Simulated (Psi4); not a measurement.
Psi4 input (wB97X-D/6-311+G**):

```
memory 1500 MB

molecule {
1 1
H    -0.00644600   -0.10946200   -1.95909400
Si    0.00777300    0.04938600   -0.50151200
N    -0.01415700   -0.08751600    0.99751600
H    -0.00328200    0.03066600    1.99765500
symmetry c1
no_reorient
no_com
}

set {
  basis 6-311+G**
  reference rks
  scf_type pk
  dft_radial_points 99
  dft_spherical_points 590
  e_convergence 1e-8
  d_convergence 1e-7
  maxiter 150
}

e = energy('wb97x-d')
print_out(f'\nFINAL {e:.10f} DIPOLE {variable("CURRENT DIPOLE")[0]:.6f} {variable("CURRENT DIPOLE")[1]:.6f} {variable("CURRENT DIPOLE")[2]:.6f}\n')
```

Output:

```
   => Loading Basis Set <=

    Name: 6-311+G**
    Role: ORBITAL
    Keyword: BASIS
    atoms 1, 4 entry H          line    42 file 6-311pgss.gbs
    atoms 2    entry SI         line   351 file 6-311pgss.gbs
    atoms 3    entry N          line   150 file 6-311pgss.gbs

   => WB97X-D: Empirical Dispersion <=

    Chai and Head-Gordon Dispersion Correction
    Chai, J.-D.; Head-Gordon, M. (2010), J. Chem. Phys., 132: 6615-6620

        s6 =       1.000000

         ---------------------------------------------------------
                                   SCF
               by Justin Turney, Rob Parrish, Andy Simmonett
                          and Daniel G. A. Smith
                              RKS Reference
         ---------------------------------------------------------

  ==> Geometry <==

    Molecular point group: c1
    Full point group: C1

    Geometry (in Angstrom), charge = 1, multiplicity = 1:

       Center              X                  Y                   Z               Mass
    ------------   -----------------  -----------------  -----------------  -----------------
         H           -0.006446000000    -0.109462000000    -1.959094000000     1.007825032230
         SI           0.007773000000     0.049386000000    -0.501512000000    27.976926534650
         N           -0.014157000000    -0.087516000000     0.997516000000    14.003074004430
         H           -0.003282000000     0.030666000000     1.997655000000     1.007825032230

  Running in c1 symmetry.

  Rotational constants: A =    174.34277  B =      0.58217  C =      0.58023 [cm^-1]
  Rotational constants: A = 5226664.72907  B =  17453.04785  C =  17394.96203 [MHz]
  Nuclear repulsion =   47.529535425203747

  Charge       = 1
  Multiplicity = 1
  Electrons    = 22
  Nalpha       = 11
  Nbeta        = 11

  ==> Algorithm <==

  SCF Algorithm Type is PK.
  DIIS enabled.
  MOM disabled.
  Fractional occupation disabled.
  Guess Type is SAD.
  Energy threshold   = 1.00e-08
  Density threshold  = 1.00e-07
  Integral threshold = 1.00e-12

  ==> Primary Basis <==

  Basis Set: 6-311+G**
    Blend: 6-311+G**
    Number of shells: 32
    Number of basis functions: 64
    Number of Cartesian functions: 66
    Spherical Harmonics?: true
    Max angular momentum: 2

  ==> DFT Potential <==

   => LibXC <=

    Version 7.1.2
    S. Lehtola, C. Steigemann, M. J. T. Oliveira, and M. A. L. Marques,  SoftwareX 7, 1–5 (2018) (10.1016/j.softx.2017.11.002)

   => Composite Functional: WB97X-D <=

    wB97X-D Hyb-GGA Exchange-Correlation Functional

    J.-D. Chai and M. Head-Gordon,  Phys. Chem. Chem. Phys. 10, 6615–6620 (2008) (10.1039/B810189B)

    Deriv               =              1
    GGA                 =           TRUE
    Meta                =          FALSE

    Exchange Hybrid     =           TRUE
    MP2 Hybrid          =          FALSE

   => Exchange-Correlation Functionals <=

    1.0000   wB97X-D range-separated functional

   => Exact (HF) Exchange <=

    0.7780            HF,LR [omega = 0.2000]
    0.2220               HF

   => LibXC Density Thresholds  <==

    XC_HYB_GGA_XC_WB97X_D:  1.00E-14

   => Molecular Quadrature <=

    Radial Scheme          =       TREUTLER
    Pruning Scheme         =           NONE
    Nuclear Scheme         =       TREUTLER

    Blocking Scheme        =         OCTREE
    BS radius alpha        =              1
    Pruning alpha          =              1
    Radial Points          =             99
    Spherical Points       =            590
    Total Points           =         226840
    Total Blocks           =           1750
    Max Points             =            256
    Max Functions          =             64
    Weights Tolerance      =       1.00E-15

  ==> Integral Setup <==

  Using in-core PK algorithm.
   Calculation information:
      Number of atoms:                   4
      Number of AO shells:              32
      Number of primitives:             56
      Number of atomic orbitals:        66
      Number of basis functions:        64

      Integral cutoff                 1.00e-12
      Number of threads:                 1

  Performing in-core PK
  Using 6492720 doubles for integral storage.
  We computed 135845 shell quartets total.
  Whereas there are 139656 unique shell quartets.

  Computing range-separated integrals for PK
  We computed 135845 wK shell quartets total.
  Whereas there are 139656 wK unique shell quartets.

  ==> DiskJK: Disk-Based J/K Matrices <==

    J tasked:                  Yes
    K tasked:                  Yes
    wK tasked:                 Yes
    Omega:               2.000E-01
    Schwarz Cutoff:          1E-12


  Cached 100.0% of DFT collocation blocks in 0.344 [GiB].

  Minimum eigenvalue in the overlap matrix is 1.3017595993E-03.
  Reciprocal condition number of the overlap matrix is 2.2907884154E-04.
    Using symmetric orthogonalization.

  ==> Pre-Iterations <==

  SCF Guess: Superposition of Atomic Densities via on-the-fly atomic UHF (no occupation information).

   -------------------------
    Irrep   Nso     Nmo
   -------------------------
     A         64      64
   -------------------------
    Total      64      64
   -------------------------

  ==> Iterations <==

                        Total Energy        Delta E     RMS |[F,P]|

   @RKS iter SAD:  -344.75959461122204   -3.44760e+02   0.00000e+00
   @RKS iter   1:  -344.76944202375796   -9.84741e-03   1.27231e-02 ADIIS/DIIS
   @RKS iter   2:  -343.95934792638707    8.10094e-01   2.16347e-02 ADIIS/DIIS
   @RKS iter   3:  -345.05382691365350   -1.09448e+00   1.43991e-03 ADIIS/DIIS
   @RKS iter   4:  -345.05696520959634   -3.13830e-03   3.78698e-04 ADIIS/DIIS
   @RKS iter   5:  -345.05710200090920   -1.36791e-04   1.06476e-04 ADIIS/DIIS
   @RKS iter   6:  -345.05712490285680   -2.29019e-05   2.27145e-05 DIIS
   @RKS iter   7:  -345.05712625290187   -1.35005e-06   4.58945e-06 DIIS
   @RKS iter   8:  -345.05712636604596   -1.13144e-07   8.10885e-07 DIIS
   @RKS iter   9:  -345.05712637656131   -1.05154e-08   2.06842e-07 DIIS
   @RKS iter  10:  -345.05712637702840   -4.67082e-10   5.95521e-08 DIIS
  Energy and wave function converged.

  ==> Post-Iterations <==

   Electrons on quadrature grid:
      Ntotal   =   21.9999999970 ; deviation = -3.045e-09

    Orbital Energies [Eh]
    ---------------------

    Doubly Occupied:

       1A    -66.591768     2A    -14.689787     3A     -5.727626
       4A     -4.073730     5A     -4.073569     6A     -4.066685
       7A     -1.175135     8A     -0.902838     9A     -0.811951
      10A     -0.637997    11A     -0.636838

    Virtual:

      12A     -0.268919    13A     -0.237963    14A     -0.223084
      15A     -0.100664    16A     -0.058018    17A     -0.053140
      18A     -0.051860    19A     -0.008936    20A      0.042038
      21A      0.045996    22A      0.068285    23A      0.086441
      24A      0.138273    25A      0.151933    26A      0.157233
      27A      0.180034    28A      0.311078    29A      0.378055
      30A      0.380997    31A      0.409332    32A      0.416167
      33A      0.445477    34A      0.548415    35A      0.672231
      36A      0.679110    37A      0.804620    38A      0.918618
      39A      0.940593    40A      1.019185    41A      1.025472
      42A      1.077285    43A      1.190479    44A      1.232591
      45A      1.318967    46A      1.376194    47A      1.818427
      48A      1.826950    49A      1.850366    50A      2.000153
      51A      2.303633    52A      2.333429    53A      2.476703
      54A      2.600800    55A      3.243540    56A      3.671246
      57A      3.700500    58A      4.411034    59A      5.609905
      60A     11.093688    61A     11.098792    62A     11.463627
      63A     35.356469    64A    141.080474

    Final Occupation by Irrep:
              A
    DOCC [    11 ]
    NA   [    11 ]
    NB   [    11 ]

  @RKS Final Energy:  -345.05712637702840

   => Energetics <=

    Nuclear Repulsion Energy =             47.5295354252037470
    One-Electron Energy =                -564.4726248367719563
    Two-Electron Energy =                 192.1822965423409642
    DFT Exchange-Correlation Energy =     -20.2960498899768602
    Empirical Dispersion Energy =          -0.0002836178243144
    VV10 Nonlocal Energy =                  0.0000000000000000
    Total Energy =                       -345.0571263770283963

Computation Completed

Properties will be evaluated at   0.000000,   0.000000,   0.000000 [a0]

Properties computed using the SCF density matrix

 Multipole Moments:

 ------------------------------------------------------------------------------------
     Multipole            Electronic (a.u.)      Nuclear  (a.u.)        Total (a.u.)
 ------------------------------------------------------------------------------------

 L = 1.  Multiply by 2.5417464519 to convert [e a0] to [Debye]
 Dipole X            :          0.0285822           -0.0000094            0.0285728
 Dipole Y            :          0.2023582           -0.0000076            0.2023507
 Dipole Z            :         -1.1218997            0.0000094           -1.1218903
 Magnitude           :                                                    1.1403508

 ------------------------------------------------------------------------------------

FINAL -345.0571263770 DIPOLE 0.028573 0.202351 -1.121890

*** Psi4 exiting successfully. Buy a developer a beer!
```

The dipole moment of an ion depends on the origin.

The geometry given is a B3LYP-D3(BJ)/def2-TZVP minimum.
